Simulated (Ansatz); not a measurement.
Reaction (formal exchange of groups at the Se–Si bond): `N[SiH]([SiH3])[SeH]` + `C[BH][GeH3]` → `C[B]([GeH3])[SeH]` + `N[SiH2][SiH3]`

Gas-phase electronic energies from Ansatz, PBE0-D4/def2-TZVP geometries. CCSD(T)/CBS adds triple-zeta CCSD(T) − MP2 to the extrapolated MP2 energy (def2 sets, frozen cores). This one scheme is used for every species. Functionals use def2-TZVPP. For Ge, Se outer-core shells are correlated without core-valence functions, which leaves a few kJ/mol of doubt a bond. Scalar relativity is left out up to krypton. One conformer a species, not always the lowest.

```
        level  ΔE (eV)
       PBE-D4    -0.31
      PBE0-D4    -0.27
       r2SCAN    -0.29
HF/def2-TZVPP    -0.15
```

What does CCSD(T)/CBS give? (Estimate.)

The calculation gave: -0.29 eV. The listed levels differ from it by -0.02, 0.02, 0.00, 0.14 eV.

Largest T1 diagnostic among the species: 0.012.

From PBE to PBE0 (25 % exact exchange), in def2-TZVPP and without D4, ΔE moves by +0.04 eV. In def2-TZVPP, CCSD(T) changes the Hartree–Fock value by −0.20 eV (the triples alone add −0.04 eV) and MP2 by −0.20 eV.
